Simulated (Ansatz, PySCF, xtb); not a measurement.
Dimer: HF (SMILES F) (first 2 atoms) with C2H2 (SMILES C#C); geometry from B3LYP-D3(BJ)/def2-TZVP, rigid monomers moved along the line of their centres of mass till H2···C3 is 1.99 Å.
(charge 0, multiplicity 1):
```xyz
6

F     -0.032    -0.012     0.349
H     -0.018    -0.004     1.283
C      0.252    -0.538     3.179
C     -0.233     0.557     3.178
H      0.683    -1.511     3.188
H     -0.664     1.530     3.185
```

Interaction energies are E(AB) − E(A) − E(B) at the monomers' geometry in the complex; basis-set methods are counterpoise corrected.

Cores are frozen in the correlated methods. CBS: X⁻³ extrapolation of the correlation energy, Hartree–Fock from the larger set.

Run with Ansatz (Gaussian basis) for Hartree–Fock, density functionals and correlated methods; PySCF for the dispersion terms; xtb for the GFN methods. 

```tsv
level	interaction energy (kcal/mol)
GFN1-xTB	-3.93
PBE/def2-TZVPPD	-4.37
PBE-D3(BJ)/def2-TZVPPD	-5.03
PBE-D4/def2-TZVPPD	-4.92
r2SCAN/def2-TZVPPD	-4.65
r2SCAN-D4/def2-TZVPPD	-4.80
MP2/CBS(aug-cc-pVDZ, aug-cc-pVTZ)	-3.80
CCSD/aug-cc-pVTZ	-2.85
CCSD(T)/aug-cc-pVTZ	?
```

Q: Some entries are withheld; supply them.

A: 
- CCSD(T)/aug-cc-pVTZ, interaction energy (kcal/mol): -3.26

Ansatz is a first-principles code.
